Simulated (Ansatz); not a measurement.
Start from `CC[SiH](F)[AlH2]` and change one atom or group to get `CC[SiH](O)F`.

Ansatz, PBE0-D4/def2-TZVP geometries, multiplicity 1. Each molecule was computed in one conformer, which needn't be the lowest.

```
                                        property  `CC[SiH](F)[AlH2]`
             HOMO–LUMO gap (PBE/def2-TZVPP) / eV                3.26
            HOMO–LUMO gap (PBE0/def2-TZVPP) / eV                5.13
size of the dipole moment (B3LYP/def2-TZVPP) / D                1.54
               HOMO energy (PBE/def2-TZVPP) / eV               -6.15
              HOMO energy (PBE0/def2-TZVPP) / eV               -7.27
             LUMO energy (B3LYP/def2-TZVPP) / eV               -2.33
```

(1) What does the change do to each property? (Estimate.)

## Answers

(1) The calculation gave: 
```json
{"property": "HOMO–LUMO gap (PBE/def2-TZVPP) / eV", "`CC[SiH](O)F`": "6.80", "shift": "3.54"}
{"property": "HOMO–LUMO gap (PBE0/def2-TZVPP) / eV", "`CC[SiH](O)F`": "9.06", "shift": "3.93"}
{"property": "size of the dipole moment (B3LYP/def2-TZVPP) / D", "`CC[SiH](O)F`": "2.16", "shift": "0.62"}
{"property": "HOMO energy (PBE/def2-TZVPP) / eV", "`CC[SiH](O)F`": "-7.03", "shift": "-0.88"}
{"property": "HOMO energy (PBE0/def2-TZVPP) / eV", "`CC[SiH](O)F`": "-8.43", "shift": "-1.16"}
{"property": "LUMO energy (B3LYP/def2-TZVPP) / eV", "`CC[SiH](O)F`": "0.27", "shift": "2.60"}
```

With PBE0 the HOMO falls by 1.16 eV and the LUMO rises by 2.78 eV, so the gap widens by about 3.94 eV. PBE moves the HOMO by -0.88 eV and ωB97M-V by -1.41 eV. Dipoles are sizes alone; their direction can turn.

B3LYP here is the variant with VWN-RPA as its local correlation; programs differ in this.
